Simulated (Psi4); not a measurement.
C4H7O (SMILES [CH]1CCOC1), doublet, at a GFN2-xTB geometry; Psi4 with CISD/STO-3G.

The Psi4 input:
```
memory 2 GB

molecule mol {
0 2
C     0.396151   -1.174350   -0.084888
C     1.240978   -0.032108    0.326620
C     0.194192    1.084667    0.468207
O    -0.887678    0.728507   -0.370763
C    -0.958897   -0.684026   -0.414391
H     0.714748   -2.191014   -0.177268
H     1.789177   -0.209311    1.255893
H     1.984237    0.218715   -0.443459
H     0.548553    2.065418    0.148850
H    -0.148256    1.150240    1.512206
H    -1.307590   -0.976372   -1.414353
H    -1.713993   -1.050833    0.310948
}

set {
  basis sto-3g
  reference uhf
}

energy('cisd')
print_variables()
```

### Question
Write the output that Psi4 gives for this input, abridged.

### Answer

```
Traceback (most recent call last):
  File "psi4", line 375, in <module>
  File "<string>", line 33, in <module>
  File "site-packages/psi4/driver/driver.py", line 461, in energy
  File "site-packages/psi4/driver/task_planner.py", line 255, in task_planner
  File "site-packages/psi4/driver/driver_util.py", line 222, in negotiate_derivative_type
  File "site-packages/psi4/driver/driver_util.py", line 355, in highest_analytic_derivative_available

psi4.driver.p4util.exceptions.MissingMethodError: Method=cisd is not available for any derivative level under conditions CI_TYPE=CONV, REFERENCE=UHF, FREEZE_CORE=FALSE, QC_MODULE=(auto). See https://psicode.org/psi4manual/master/introduction.html#ss-cisd. Or did you mean? ccd ccsd cisdt cisdtq qcisd lccsd ci2 ci3 ci4 ci5 ci6 ci7 ci8 ci9 ci10 ci11 ci12 ci13 ci14 ci15 ci16 ci17 ci18 ci19 ci20 ci21 ci22 ci23 ci24 ci25 ci26 ci27 ci28 ci29 ci30 ci31 ci32 ci33 ci34 ci35 ci36 ci37 ci38 ci39 ci40 ci41 ci42 ci43 ci44 ci45 ci46 ci47 ci48 ci49 ci50 ci51 ci52 ci53 ci54 ci55 ci56 ci57 ci58 ci59 ci60 ci61 ci62 ci63 ci64 ci65 ci66 ci67 ci68 ci69 ci70 ci71 ci72 ci73 ci74 ci75 ci76 ci77 ci78 ci79 ci80 ci81 ci82 ci83 ci84 ci85 ci86 ci87 ci88 ci89 ci90 ci91 ci92 ci93 ci94 ci95 ci96 ci97 ci98

Printing out the relevant lines from the Psithon --> Python processed input file:
    H    -1.713993   -1.050833    0.310948
    ""","mol")
    core.IO.set_default_namespace("mol")
    core.set_global_option("BASIS", "sto-3g")
    core.set_global_option("REFERENCE", "uhf")
--> energy('cisd')
    print_variables()

!----------------------------------------------------------------------------------!
!                                                                                  !
!  Method=cisd is not available for any derivative level under conditions          !
!     CI_TYPE=CONV, REFERENCE=UHF, FREEZE_CORE=FALSE, QC_MODULE=(auto). See        !
!     https://psicode.org/psi4manual/master/introduction.html#ss-cisd. Or did you  !
!     mean? ccd ccsd cisdt cisdtq qcisd lccsd ci2 ci3 ci4 ci5 ci6 ci7 ci8 ci9 ci10 !
!     ci11 ci12 ci13 ci14 ci15 ci16 ci17 ci18 ci19 ci20 ci21 ci22 ci23 ci24 ci25   !
!     ci26 ci27 ci28 ci29 ci30 ci31 ci32 ci33 ci34 ci35 ci36 ci37 ci38 ci39 ci40   !
!     ci41 ci42 ci43 ci44 ci45 ci46 ci47 ci48 ci49 ci50 ci51 ci52 ci53 ci54 ci55   !
!     ci56 ci57 ci58 ci59 ci60 ci61 ci62 ci63 ci64 ci65 ci66 ci67 ci68 ci69 ci70   !
!     ci71 ci72 ci73 ci74 ci75 ci76 ci77 ci78 ci79 ci80 ci81 ci82 ci83 ci84 ci85   !
!     ci86 ci87 ci88 ci89 ci90 ci91 ci92 ci93 ci94 ci95 ci96 ci97 ci98             !
!                                                                                  !
!----------------------------------------------------------------------------------!
```

The program refused the input.
